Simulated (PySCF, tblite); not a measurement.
Compound: C7H6F3O (charge +1).
SMILES with atom numbers: `[CH3:1][c:2]1[cH:3][o+:4][cH:5][c:6]([C:7]([F:8])([F:9])[F:10])[cH:11]1` (hydrogens: H12, H13, H14 on C1; H15 on C3; H16 on C5; H17 on C11)

Structure optimised with GFN2-xTB, isolated species.

Give the optimised bond lengths and angles.

```tsv
bond	length (Å)
C1–C2	1.477
C2–C3	1.392
C3–O4	1.307
O4–C5	1.301
C5–C6	1.387
C6–C7	1.526
C7–F8, C7–F9, C7–F10	1.330
C6–C11	1.391
C2–C11	1.406
C1–H12, C1–H13, C1–H14	1.089
C3–H15	1.085
C5–H16	1.085
C11–H17	1.083
```

Bonds in one row agree within 0.01 Å and their mean is given. A selection of angles:
```tsv
angle	degrees
C1–C2–C3	122.1
C1–C2–C11	121.9
C3–C2–C11	116.0
C2–C3–O4	122.9
C3–O4–C5	122.0
O4–C5–C6	120.6
C5–C6–C7	120.2
C5–C6–C11	118.9
C7–C6–C11	120.8
C6–C7–F8	110.9
C6–C7–F10	109.9
F8–C7–F9	108.7
F8–C7–F10	108.1
C2–C11–C6	119.6
```

Torsions: C5–C6–C7–F8 -152° (antiperiplanar). The mirror-image conformer, all signs reversed, is as good.

C6 (substituted aromatic carbon) is planar (angles 120.8°, 120.2° and 118.9°, sum 360.0°, 0.01 Å off the plane of its three neighbours). C5 (aromatic CH next to a ring oxygen) is planar (angles 124.1°, 120.6° and 115.3°, sum 360.0°, 0.00 Å off the plane of its three neighbours). The 6-membered ring C2–C3–O4–C5–C6–C11 has internal angles of 116.0° to 122.9° (sum 720°, against 720° for a flat polygon); it is planar, 0.00 Å rms from its mean plane, widest ring torsion 0°. Of the pairs four or more bonds apart, F8···H17 is among the closest relative to their van der Waals radii: 2.50 Å, 94 % of the sum of Bondi's values. C3 (aromatic CH next to a ring oxygen) is planar (angles 123.2°, 122.9° and 113.9°, sum 360.0°, 0.00 Å off the plane of its three neighbours). C11 (aromatic CH carbon) is planar (angles 120.3°, 120.1° and 119.6°, sum 360.0°, 0.00 Å off the plane of its three neighbours). The C–C distances run from 1.387 Å (C5–C6, aromatic) to 1.526 Å (C6–C7, drawn single), a spread of 0.139 Å.

Point group: C1 (no symmetry element, even within 0.4 Å). Its lowest GFN2-xTB frequency is 11 cm⁻¹, too small to tell a flat minimum from a shallow saddle.

These are computed values.
